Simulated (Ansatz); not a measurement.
C₂H₆GeS₂, SMILES `C[S][Ge][S]C`, relaxed with RKS PBE0-D4/def2-TZVP in the Gaussian-basis code of Ansatz from a PBE-D4/def2-SVP geometry. The force threshold is 0.005 eV/Å; the program also tests the step.

The species carries charge 0 and has multiplicity 1.

Start:

```xyz
11

C    -0.125   -2.171    1.197
S    -0.341   -0.837    2.433
Ge   -0.234    1.160    1.380
S     0.106    0.382   -0.715
C     0.196    1.965   -1.641
H    -0.897   -2.107    0.405
H    -0.226   -3.133    1.735
H     0.877   -2.113    0.729
H    -0.018    2.835   -0.988
H     1.209    2.079   -2.074
H    -0.547    1.940   -2.461
```

How much energy does the relaxation release, and in how many steps? (Estimate.)

Ansatz gave: 5.83 kJ/mol, in 8 steps.

Which bonds change most? (Estimate.)

Ansatz gave: Ge3–S4 from 2.261 to 2.223 Å; S2–Ge3 from 2.259 to 2.223 Å; S4–C5 from 1.836 to 1.815 Å; C1–S2 from 1.832 to 1.810 Å.

Give the relaxed structure. (Best estimate.)

The calculation gave: 
```xyz
11

C    -0.122   -2.162    1.195
S    -0.377   -0.823    2.385
Ge   -0.271    1.131    1.330
S     0.108    0.388   -0.731
C     0.204    1.962   -1.628
H    -0.896   -2.150    0.428
H    -0.177   -3.099    1.751
H     0.857   -2.079    0.724
H     0.053    2.810   -0.959
H     1.185    2.045   -2.095
H    -0.564    1.977   -2.401
```
